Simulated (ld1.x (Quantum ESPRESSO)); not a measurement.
What one change does to a pseudopotential (germanium (Ge), TM semilocal)

ld1.x (Quantum ESPRESSO) 7.5 input, shortened:

```
&input
   title='Ge', zed=32., rel=1, dft='PZ', iswitch=3,
   config='[Ar] 3d10 4s2 4p2'
 /
 &inputp
   pseudotype=1, tm=.true., lloc=1,
   nlcc=.false.
 /
3
4S  1  0   2.00   0.00  1.75  1.75  0.0
3D  3  2  10.00   0.00  1.05  1.05  0.0
4P  2  1   2.00   0.00  1.60  1.60  0.0
 &test
   configts(1)='3d10 4s2 4p2'
 /
```

All-electron outer shells of the reference configuration (LDA (PZ), scalar-relativistic, ld1.x):

| shell | level (eV) | outermost node (bohr) | outermost maximum (bohr) |
| --- | --- | --- | --- |
| 3s | -167.73 | 0.26 | 0.54 |
| 3p | -115.38 | 0.23 | 0.54 |
| 3d | -29.55 | – | 0.50 |
| 4s | -11.95 | 0.77 | 1.73 |
| 4p | -4.05 | 0.82 | 2.19 |

Change: all radii scaled by about 1.37 (s 2.40, p 2.20, d 1.44 bohr).

Cutoffs: the cutoffs (Ry, on a coarse ladder) from which the occupation-weighted sum of valence levels, in a spherical-Bessel basis at the reference potential, stays within 10 and 1 mRy of its value at 400 Ry; they do not see the model core or the augmentation charge, which bear on the density cutoff. Errors are all-electron minus pseudo energies relative to the spin-unpolarised reference configuration.

Predict the effect on cutoff, ghosts and configuration errors.

Of the 9 tests that both files solve, the error grows in 7 and shrinks in 2 by more than 15 % and 0.3 meV (median size 7.4 → 31.5 meV); neither file shows a bound ghost. A semilocal file is local in each channel, so a ghost entry of none says nothing of the separable form that plane-wave codes build from it.

| quantity | base | changed |
| --- | --- | --- |
| cutoff, loose | 230 Ry | 160 Ry |
| cutoff, tight | over 300 Ry | 260 Ry |
| loose cutoff by channel (10 mRy a level) | s 15 Ry, d 200 Ry, p 6 Ry | s 10 Ry, d 140 Ry, p 6 Ry |
| bound ghosts | none | none |
| error for 3d10 4s2 4p1, meV [ΔE 7.64 eV] | +0.1 | +2.4 |
| error for 3d10 4s2 4p0, meV [ΔE 23.35 eV] | +1.1 | +21 |
| error for 3d10 4s1 4p0, meV [ΔE 58.57 eV] | +17 | +32 |
| error for 3d9 4s2 4p3, meV [ΔE 29.72 eV] | -374 | -90 |
| error for 3d9 4s2 4p2, meV [ΔE 38.95 eV] | -316 | +32 |
| error for 3d10 4s0 4p0, meV [ΔE 105.22 eV] | +59 | -124 |
| error for 3d10 4s0 4p4, meV [ΔE 16.36 eV] | +5.8 | -58 |
| error for 3d10 4s2 4p2 (spin-polarised), meV [ΔE -0.56 eV] | +7.4 | +9.7 |
| error for 3d10 4s2 4p1 (spin-polarised), meV [ΔE 7.45 eV] | +3.0 | +6.4 |
